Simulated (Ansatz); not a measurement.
Stepwise reaction of `[SiH3][GeH]([SiH3])[SiH3]` with water, as a gas-phase model of exchange steps in deposition or etching. ΔE in kJ/mol; ΔG adds harmonic PBE0-D4 terms to CCSD(T)/CBS, at 1 bar.

Computed with Ansatz on PBE0-D4/def2-TZVP structures; ΔE is electronic, products minus reactants. CCSD(T)/CBS is the MP2 limit (def2-TZVPP, def2-QZVPP) plus CCSD(T) − MP2 in def2-TZVPP, frozen cores. This one scheme is used for every species. DFT in def2-TZVPP. B3LYP here is the variant with VWN-RPA as its local correlation; programs differ in this. For Ge outer-core shells are correlated without core-valence functions, which leaves a few kJ/mol of doubt a bond. Scalar relativity is left out up to krypton. Each species was taken in one conformer, which may not be the lowest.

```json
{"step": "1", "reaction": "`[SiH3][GeH]([SiH3])[SiH3]` + H₂O → `[OH][GeH]([SiH3])[SiH3]` + SiH₄", "PBE-D4": "26.2", "B3LYP-D4": "12.6", "ωB97M-V": "13.9", "CCSD(T)/CBS": "22.7", "ΔG(600 K)": "20.0"}
{"step": "2", "reaction": "`[OH][GeH]([SiH3])[SiH3]` + H₂O → `[OH][GeH]([OH])[SiH3]` + SiH₄", "PBE-D4": "-10.8", "B3LYP-D4": "-22.2", "ωB97M-V": "-25.0", "CCSD(T)/CBS": "-18.6", "ΔG(600 K)": "-16.0"}
```

Q: Give the row of step 3, `[OH][GeH]([OH])[SiH3]` + H₂O → `[OH][GeH]([OH])[OH]` + SiH₄. (Estimate.)

A: Computed: 
```csv
step,reaction,PBE-D4,B3LYP-D4,ωB97M-V,CCSD(T)/CBS,ΔG(600 K)
3,`[OH][GeH]([OH])[SiH3]` + H₂O → `[OH][GeH]([OH])[OH]` + SiH₄,-27.3,-42.7,-48.5,-43.0,-37.2
```

Q: By hand: ΔE of the 3 steps together at CCSD(T)/CBS.

A: (22.7) + (-18.6) + (-43.0) = -38.9 kJ/mol, or -13.0 kJ/mol a step.

In ΔE each step is lower than the one before. ΔG lies between -37.2 and 20.0 kJ/mol a step. PBE-D4 differs from CCSD(T)/CBS by 3.5 to 15.7 kJ/mol a step. Only this route is followed, and other bonds may react first. Isolated molecules leave out the surface, adducts and barriers. Largest T1 diagnostic: 0.013.
